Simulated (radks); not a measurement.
All-electron atom: the nickel ion Ni3+ in [Ar] 3d6.75 4s0.25 (fractional occupations, a model configuration). All-electron calculation, scalar-relativistic Kohn-Sham, r2SCAN, spin-polarised, spherical densities, finite nucleus; open shells are filled with parallel spins first; meta-GGA in the generalised Kohn-Sham scheme; Fermi nuclear charge, rms radius 3.7757 fm. Program: a radial shooting solver on a logarithmic mesh with Libxc functionals.

Normalised radial functions P(r) = r R(r), r in bohr:

```
   r/bohr * 3s down, o 3d up (the largest magnitude, 1.3, reaches the edge; | marks zero, & curves that meet)
 0.004485                             o  *
 0.005839                             o   *
 0.007543                             o   *
 0.009822                             o    *
  0.01279                             o     *
  0.01665                             o      *
  0.02169                             o       *
  0.02801                             o       *
  0.03648                             o       *
   0.0475                             o     *
  0.06185                             |o*
  0.08053                          *  |o
    0.104                     *       | o
   0.1355                *            |   o
   0.1764               *             |      o
   0.2297                   *         |         o
   0.2967                             *             o
   0.3863                             |            *    o
    0.503                             |                    o *
    0.655                             |                     o    *
   0.8529                             |                   o *
    1.102                             |             * o
    1.435                             |     *    o
    1.868                             | *   o
    2.432                             *  o
    3.167                             *o
    4.091                             &
    5.327                             &
    6.937                             &
```

3s down: eigenvalue -153.50 eV, 2 radial nodes at r = 0.0703, 0.300 bohr, <r> = 0.736 bohr, 90 % of the charge inside 1.10 bohr. 3d up: eigenvalue -51.253 eV, 0 radial nodes, <r> = 0.873 bohr, 90 % of the charge inside 1.46 bohr.
